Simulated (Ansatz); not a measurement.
Reaction (formal exchange of groups at a B–C bond): `CB[Se]C` + `[AlH3]` → `C[Se][BH][AlH2]` + CH₄

Gas-phase electronic energies from Ansatz, PBE0-D4/def2-TZVP geometries. CBS: MP2 limit from def2 TZ/QZ plus the TZ coupled-cluster correction, frozen cores. This one scheme is used for every species. DFT in def2-TZVPP. B3LYP here is the variant with VWN-RPA as its local correlation; programs differ in this. For Se outer-core shells are correlated without core-valence functions, which leaves a few kJ/mol of doubt a bond. Scalar relativity is left out up to krypton. One conformer a species, not always the lowest.

| level | ΔE (kJ/mol) | difference from CCSD(T)/CBS |
| --- | --- | --- |
| PBE-D4 | 2.6 | -7.8 |
| r2SCAN-D4 | 8.2 | -2.2 |
| B3LYP-D4 | 11.0 | 0.6 |
| ωB97X-V | 14.6 | 4.2 |
| ωB97M-V | 16.7 | 6.3 |
| PBE | 3.7 | -6.7 |
| r2SCAN | 8.4 | -2.0 |
| B3LYP | 13.0 | 2.6 |
| HF/def2-TZVPP | 23.9 | 13.5 |
| SCS-MP2/def2-TZVPP | 17.0 | 6.6 |
| CCSD/def2-TZVPP | 13.2 | 2.8 |
| HF/def2-QZVPP | 24.2 | 13.8 |
| MP2/def2-QZVPP | 16.5 | 6.1 |
| SCS-MP2/def2-QZVPP | 16.9 | 6.5 |
| HF/CBS(def2) | 24.2 | 13.8 |
| CCSD/CBS(def2) | 12.9 | 2.5 |
| CCSD(T)/CBS | 10.4 | 0 |

Largest T1 diagnostic among the species: 0.014.

In def2-TZVPP, CCSD(T) changes the Hartree–Fock value by −13.2 kJ/mol (the triples alone add −2.5 kJ/mol) and MP2 by −7.3 kJ/mol. From PBE to PBE0 (25 % exact exchange), in def2-TZVPP and without D4, ΔE moves by +4.6 kJ/mol.

CCSD(T)/CBS has its own doubt, a few kJ/mol and more with outer-core shells, so smaller differences from it don't rank the levels.
